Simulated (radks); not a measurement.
Results of a calculation; reference values are marked as such.
Excited configurations of neutral cerium: one electron is placed in a higher orbital outside [Xe] 4f1 5d2. The ground configuration is [Xe] 4f1 5d1 6s2. Code: a radial shooting solver on a logarithmic mesh with Libxc functionals. Model: Dirac Kohn-Sham, BLYP, spin-unpolarised, spherical densities, finite nucleus; open shells fill j = l - 1/2 first; Fermi nuclear charge, rms radius 4.8771 fm. Excitation = E - E(ground); binding = E(ion) - E, where the ion is the core of charge +1; n* = 1/sqrt(2 binding) in atomic units, and the quantum defect is n - n*.

| outer orbital | excitation (eV) | binding (eV) | n* | quantum defect | eigenvalue (eV) | <r> (bohr) |
|---|---|---|---|---|---|---|
| 6s1/2 | 0.855 | 5.317 | 1.600 | 4.400 | -3.079 | 4.547 |
| 6d3/2 | 4.816 | 1.357 | 3.167 | 2.833 | -0.587 | 12.09 |
| 7d3/2 | 5.262 | 0.911 | 3.865 | 3.135 | -0.488 | 21.66 |

Estimate the row for 7s1/2.

Answer. excitation (eV) 4.237; binding (eV) 1.936; n* 2.651; quantum defect 4.349; eigenvalue (eV) -1.107; <r> (bohr) 10.85. The Delta-SCF ionisation energy is 6.173 eV (NIST Atomic Spectra Database: 5.539 eV, measured). Self-interaction in the functional shifts the binding energies and quantum defects, so they are the method's values and not measured ones. Spin polarisation and multiplet splitting are left out, so open shells lie too high by an amount that depends on their filling.

Beside tabulated values, note that spin-unpolarised runs miss the spin-polarisation part of the exchange energy of open shells.
